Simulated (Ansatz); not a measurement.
Start from `FC[SiH](S)Cl` and change one atom or group to get `BO[SiH](S)Cl`.

Ansatz, PBE0-D4/def2-TZVP geometries, multiplicity 1. Each molecule was computed in one conformer, which needn't be the lowest.

```json
{"property": "HOMO–LUMO gap (PBE0/def2-TZVPP) / eV", "`FC[SiH](S)Cl`": "7.80"}
{"property": "HOMO–LUMO gap (PBE/def2-TZVPP) / eV", "`FC[SiH](S)Cl`": "5.60"}
{"property": "HOMO–LUMO gap (ωB97M-V/def2-TZVPP) / eV", "`FC[SiH](S)Cl`": "11.83"}
{"property": "HOMO–LUMO gap (B3LYP/def2-TZVPP) / eV", "`FC[SiH](S)Cl`": "7.26"}
{"property": "LUMO energy (ωB97M-V/def2-TZVPP) / eV", "`FC[SiH](S)Cl`": "1.61"}
{"property": "HOMO energy (PBE0/def2-TZVPP) / eV", "`FC[SiH](S)Cl`": "-8.01"}
```

Q: What does the change do to each property? (Estimate.)

A: Ansatz gave: 
| property | `BO[SiH](S)Cl` | shift |
| --- | --- | --- |
| HOMO–LUMO gap (PBE0/def2-TZVPP) / eV | 7.10 | -0.70 |
| HOMO–LUMO gap (PBE/def2-TZVPP) / eV | 4.83 | -0.77 |
| HOMO–LUMO gap (ωB97M-V/def2-TZVPP) / eV | 11.19 | -0.64 |
| HOMO–LUMO gap (B3LYP/def2-TZVPP) / eV | 6.58 | -0.68 |
| LUMO energy (ωB97M-V/def2-TZVPP) / eV | 0.99 | -0.62 |
| HOMO energy (PBE0/def2-TZVPP) / eV | -8.00 | 0.01 |

B3LYP here is the variant with VWN-RPA as its local correlation; programs differ in this.
